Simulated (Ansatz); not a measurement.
The cluster Cu₃⁺, relaxed as a singlet with RKS PBE0-D4/def2-TZVP in Ansatz, starting from the GFN2-xTB geometry. Force threshold 0.02 eV/Å.

The relaxation made no stability test and no search for a lower SCF solution. The structure comes from a short search, and lower isomers may exist.

Start:

Cartesian coordinates in Å:
```
Cu 0.481 -0.193 -1.252
Cu 0.627 -0.565 1.065
Cu -1.109 0.758 0.188
```

**Question.** Estimate the energy that the relaxation releases and the steps that it takes.

**Answer.** 0.02 eV, in 3 steps; 7.5 s on 4 threads of Arm Neoverse V1 on a shared host. No frequencies were taken in this run, so the end may be a saddle point.

**Question.** Does the start keep its bonding and symmetry?

**Answer.** By distances, no bond broke or formed. The bond that changes most is Cu1–Cu3, from 2.35 to 2.40 Å (atoms count from 1). Point group D3h at the start, D3h at the end, both within 0.05 Å.

**Question.** Predict the relaxed structure.

**Answer.** 
```xyz
3

Cu    0.493   -0.198   -1.279
Cu    0.639   -0.576    1.086
Cu   -1.132    0.774    0.194
```
Bond lengths (bridged metal pairs left out): 3 × Cu–Cu 2.40 Å.
